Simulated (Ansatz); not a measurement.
GeH4O, SMILES `[OH][GeH3]`, 6 atoms. The species carries charge 0 and has multiplicity 1. Correlated methods include outer-core shells of Ge, which these sets cover unevenly. Scalar relativity is left out up to krypton. All runs use 4 threads of an Intel Xeon 6975P-C on a shared host. Correlated methods freeze the cores. Open-shell runs search over several starts.

Question: Give the basis size and wall time and peak host memory of each of these runs in Ansatz. UHF-MP2/def2-QZVPP energy of the cation; RKS ωB97M-V/def2-QZVPP energy; RHF-CCSD(T)/def2-TZVPP energy; UKS B3LYP-D4/def2-TZVPP energy of the cation; UKS B2PLYP (frozen core)/def2-TZVPP energy of the cation; RKS PBE0-D4/def2-TZVP frequencies; direct RPA on PBE orbitals/def2-TZVPP energy; RHF-CCSD(T)/def2-SVP energy; RKS PBE-QIDH (frozen core)/def2-TZVPP energy; RKS ωB97M-V/def2-SVP energy; UKS PBE-D4/def2-TZVPP energy of the cation; UKS ωB97M-V/def2-TZVPP energy of the cation. (Estimate.)

Answer: Ansatz gave: Other jobs shared the machine, so times are rough.

```json
{"level": "RHF-CCSD(T)/def2-SVP", "job": "energy", "functions": "66", "wall time": "0.45 s", "peak host memory (GiB)": "0.17"}
{"level": "direct RPA on PBE orbitals/def2-TZVPP", "job": "energy", "functions": "135", "wall time": "0.65 s", "peak host memory (GiB)": "0.22"}
{"level": "RKS PBE-QIDH (frozen core)/def2-TZVPP", "job": "energy", "functions": "135", "wall time": "0.75 s", "peak host memory (GiB)": "0.23"}
{"level": "RKS ωB97M-V/def2-SVP", "job": "energy", "functions": "66", "wall time": "0.8 s", "peak host memory (GiB)": "0.19"}
{"level": "UKS PBE-D4/def2-TZVPP", "job": "energy of the cation", "functions": "135", "wall time": "1.1 s", "peak host memory (GiB)": "0.25"}
{"level": "UKS B3LYP-D4/def2-TZVPP", "job": "energy of the cation", "functions": "135", "wall time": "1.1 s", "peak host memory (GiB)": "0.29"}
{"level": "RKS ωB97M-V/def2-QZVPP", "job": "energy", "functions": "266", "wall time": "2.5 s", "peak host memory (GiB)": "0.78"}
{"level": "RHF-CCSD(T)/def2-TZVPP", "job": "energy", "functions": "135", "wall time": "2.5 s", "peak host memory (GiB)": "0.8"}
{"level": "UKS B2PLYP (frozen core)/def2-TZVPP", "job": "energy of the cation", "functions": "135", "wall time": "2.6 s", "peak host memory (GiB)": "0.45"}
{"level": "UKS ωB97M-V/def2-TZVPP", "job": "energy of the cation", "functions": "135", "wall time": "3.2 s", "peak host memory (GiB)": "0.44"}
{"level": "RKS PBE0-D4/def2-TZVP", "job": "frequencies", "functions": "103", "wall time": "11 s", "peak host memory (GiB)": "0.2"}
{"level": "UHF-MP2/def2-QZVPP", "job": "energy of the cation", "functions": "266", "wall time": "11 s", "peak host memory (GiB)": "0.87"}
```

B3LYP here is the variant with VWN-RPA as its local correlation; programs differ in this.
